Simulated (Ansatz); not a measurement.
Isolated molecules relaxed with PBE0-D4/def2-TZVP in Ansatz; ΔE leaves out vibrations. CCSD(T)/CBS adds triple-zeta CCSD(T) − MP2 to the extrapolated MP2 energy (def2 sets, frozen cores). For Ge outer-core shells are correlated without core-valence functions, which leaves a few kJ/mol of doubt a bond. Scalar relativity is left out up to krypton. One conformer a species, not always the lowest.

Reaction (substitution at a C–C bond): `Cc1cccc2cccc(C)c12` + `[CH3][GeH2][SH]` → `C[S][GeH2][CH3]` + `Cc1cccc2ccccc12`

```
             species  MP2/def2-QZVPP energy (Eh)
`Cc1cccc2cccc(C)c12`                  -463.63587
   `[CH3][GeH2][SH]`                 -2515.28657
   `C[S][GeH2][CH3]`                 -2554.51704
   `Cc1cccc2ccccc12`                  -424.40538
```

(1) Work out ΔE.

Largest T1 diagnostic among the species: 0.010.

## Answers

(1) ΔE = (-2554.51704) + (-424.40538) − (-463.63587) − (-2515.28657) = 0.00002 Eh = 0.0 kcal/mol. CCSD(T)/CBS gives -0.5 kcal/mol.

In def2-TZVPP, CCSD(T) changes the Hartree–Fock value by +3.3 kcal/mol (the triples alone add +0.4 kcal/mol) and MP2 by +3.5 kcal/mol. The D4 term adds +1.0 kcal/mol with B3LYP and +0.6 kcal/mol with PBE0; it sums over pairs of atoms, weighted by their polarisabilities, and B3LYP, whose exchange is more repulsive, gets the larger term.

B3LYP here is the variant with VWN-RPA as its local correlation; programs differ in this.
